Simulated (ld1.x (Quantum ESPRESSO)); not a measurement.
**silver (Ag): excitation energies, all-electron against TM**

ld1.x (Quantum ESPRESSO) 7.5 input, shortened:

```
&input
   title='Ag', zed=47., rel=2, dft='PZ', iswitch=3,
   config='[Kr] 4d10 5s0 5p0', rel_dist='average'
 /
 &inputp
   pseudotype=2, tm=.true., lloc=0,
   nlcc=.true., new_core_ps=.true.
 /
3
4P  2  1   6.00   0.00  1.20  1.20  0.0
4D  3  2  10.00   0.00  1.35  1.35  0.0
4S  1  0   2.00   0.00  1.35  1.35  0.0
 &test
   configts(1)='4s2 4p6 4d10 5s0 5p0'
 /
```

Open shells are filled in proportion to 2j + 1 (rel_dist='average').

Energies are relative to the spin-unpolarised reference configuration 4s2 4p6 4d10 5s0 5p0; without spin polarisation the order of configurations can differ from experiment. The frozen-core shift is the all-electron ΔE with the core orbitals held at their reference shape minus the fully relaxed ΔE.

| valence configuration | charge | ΔE all-electron (eV) | error AE − PS (meV) | frozen-core shift (meV) |
| --- | --- | --- | --- | --- |
| 4s2 4p6 4d10 5s1 5p0 | 0 | -8.104 | +848 | 0.0 |
| 4s2 4p6 4d9 5s0 5p0 | +2 | 22.384 | +13 | +0.1 |
| 4s2 4p6 4d8 5s0 5p0 | +3 | 58.816 | +68 | +1.0 |
| 4s2 4p6 4d10 5s0.5 5p0 | +0.5 | -4.918 | +490 | 0.0 |
| 4s2 4p6 4d9 5s1 5p1 | 0 | 0.463 | +1322 | +0.1 |
| 4s2 4p6 4d9 5s2 5p0 | 0 | -4.142 | +2086 | +0.2 |
| 4s1 4p6 4d10 5s1 5p0 | +1 | 93.963 | +1429 | +3.6 |
